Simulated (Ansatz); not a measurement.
Calculation: frozen-core CCSD(T)/def2-TZVPP // PBE-D3(BJ)/def2-SVP run with Ansatz (a first-principles code).

Ansatz 0.2 input:
```yaml
crystal:
  periodic: [false, false, false]
  atoms:
    - { symbol: Zr, position_ang: [0.131758, 0.014806, 0.045514] }
    - { symbol: C, position_ang: [0.278676, 0.459031, -2.108542] }
    - { symbol: H, position_ang: [-0.771616, 0.644975, -2.44273] }
    - { symbol: H, position_ang: [0.6823, -0.382523, -2.714211] }
    - { symbol: H, position_ang: [0.873103, 1.371079, -2.338386] }
    - { symbol: C, position_ang: [0.863067, -2.02091, 0.468661] }
    - { symbol: H, position_ang: [1.686206, -2.057307, 1.216587] }
    - { symbol: H, position_ang: [1.189066, -2.578365, -0.437586] }
    - { symbol: H, position_ang: [-0.014513, -2.561071, 0.902443] }
    - { symbol: C, position_ang: [1.25632, 1.502378, 1.22071] }
    - { symbol: H, position_ang: [1.741007, 2.289484, 0.601286] }
    - { symbol: H, position_ang: [2.028872, 1.057242, 1.886342] }
    - { symbol: H, position_ang: [0.495381, 2.001511, 1.869706] }
    - { symbol: H, position_ang: [-1.678639, 0.108349, 0.546773] }
basis:
  gaussian: { orbitals: def2-TZVPP }
correlation:
  method: ccsd_t
```

Output:

```
Functional definition: HF
1677 factors; integrals over basis functions are off by at most 1.2e-3 eV
mean field evaluation 1: about -4509.9989 eV, gradient 4.9e1 eV
mean field evaluation 2: about -4510.1039 eV, gradient 4.9e1 eV
mean field evaluation 4: about -4516.1476 eV, gradient 3.8e0 eV
mean field evaluation 8: about -4516.2364 eV, gradient 2.8e-1 eV
mean field evaluation 16: about -4514.6140 eV, gradient 2.4e1 eV
mean field -4516.23700744 eV, -165.9686488079 hartree, gradient 6.7e-6 eV, S^2 0.000000; 0 other end points of the search recorded, 0 dependent functions left out
3 core orbitals not correlated
reference -4516.23700744 eV, -165.9686488079 hartree; 17, 17 occupied and 269, 269 virtual orbitals, 1677 factors
second order -24.61274812 eV of doubles, -0.00000000 eV of singles
cycle   1  -25.28158831 eV  change   -6.7e-1 eV  update   1.2e-1
cycle   2  -25.85858499 eV  change   -5.8e-1 eV  update   3.7e-2
cycle   3  -26.03003840 eV  change   -1.7e-1 eV  update   2.3e-2
cycle   4  -26.02118277 eV  change    8.9e-3 eV  update   6.6e-3
cycle   5  -26.01637153 eV  change    4.8e-3 eV  update   2.9e-3
cycle   6  -26.01678836 eV  change   -4.2e-4 eV  update   8.9e-4
cycle   7  -26.01667652 eV  change    1.1e-4 eV  update   3.0e-4
cycle   8  -26.01672628 eV  change   -5.0e-5 eV  update   1.0e-4
cycle   9  -26.01678097 eV  change   -5.5e-5 eV  update   3.7e-5
cycle  10  -26.01676803 eV  change    1.3e-5 eV  update   1.6e-5
perturbative correction -1.06389376 eV, -0.0390973744 hartree
Total energy: -4543.31766922 eV, -166.9638447726 hartree
```

Cost: about 20 core-minutes (a rough figure).
